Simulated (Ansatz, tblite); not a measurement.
Forces on Pd2Se3 at its PBE-D4/def2-SVP geometry. Charge 0, multiplicity 1.

In the def2 sets Pd takes a core potential; there is no spin–orbit coupling. The xTB rows come from tblite. The restricted singlet is unstable towards broken spin symmetry in Hartree–Fock (as tested in another run); at PBE-D4/def2-TZVP this wasn't settled. No other spin state of charge 0 was run. Another isomer (singlet) lies 0.18 eV lower at PBE-D4/def2-SVP; other spin states weren't run for this one.

GFN1-xTB (tblite), largest force 1.84 eV/Å:

```xyz
5
positions Å, forces eV/Å
Pd   -0.785   -0.676   -1.077    0.418    0.509    0.247
Pd    0.235   -0.311    1.442    0.083    0.389   -0.580
Se    1.654   -1.214   -0.494   -1.041    1.132    0.258
Se    0.632    1.133   -0.420   -0.851   -1.527    0.566
Se   -1.737    1.067    0.549    1.391   -0.504   -0.491
```

GFN2-xTB (tblite), largest force 1.04 eV/Å:

```
Pd 0.250 0.425 -0.116
Pd 0.218 0.414 -0.195
Se -0.250 0.188 0.074
Se -0.484 -0.867 0.321
Se 0.266 -0.159 -0.085
```

PBE-D4/def2-TZVP (Ansatz), largest force 0.51 eV/Å:

```
Pd 0.191 0.208 0.172
Pd 0.002 0.139 -0.300
Se -0.254 0.223 0.071
Se -0.235 -0.422 0.156
Se 0.296 -0.148 -0.099
```
